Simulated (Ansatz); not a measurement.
Program: Ansatz. Geometries: PBE0-D4/def2-TZVP. ΔE: electronic, gas phase. CBS: MP2 limit from def2 TZ/QZ plus the TZ coupled-cluster correction, frozen cores. DFT in def2-TZVPP. One conformer a species, not always the lowest.

Consider the ligand exchange at the Si–O bond: `[F][Al]([F])[O][SiH3]` + `OBOCF` → `FCOBO[SiH3]` + `[OH][Al]([F])[F]`.

| level | ΔE (eV) |
| --- | --- |
| PBE-D4 | 0.20 |
| BLYP-D4 | 0.20 |
| r2SCAN-D4 | 0.22 |
| PBE0-D4 | 0.23 |
| r2SCAN | 0.23 |
| r2SCANh | 0.23 |
| BHLYP | 0.26 |
| CCSD/def2-TZVPP | 0.24 |

**Question.** What does CCSD(T)/CBS give? (Best estimate.)

**Answer.** The calculation gave: +0.21 eV. The listed levels differ from it by -0.01, -0.01, 0.01, 0.02, 0.02, 0.02, 0.05, 0.03 eV.

Largest T1 diagnostic among the species: 0.013.

From BLYP to BHLYP (50 % exact exchange), in def2-TZVPP and without D4, ΔE moves by +0.04 eV. Leaving LDA and LC-ωPBE aside and taking each functional with its dispersion term where it has one, the values, not all of them listed here, spread over 0.08 eV, from revPBE-D4 to BHLYP-D4. At CCSD(T), def2-SVP lies +0.11 eV from the extrapolated value and def2-TZVPP +0.01 eV.
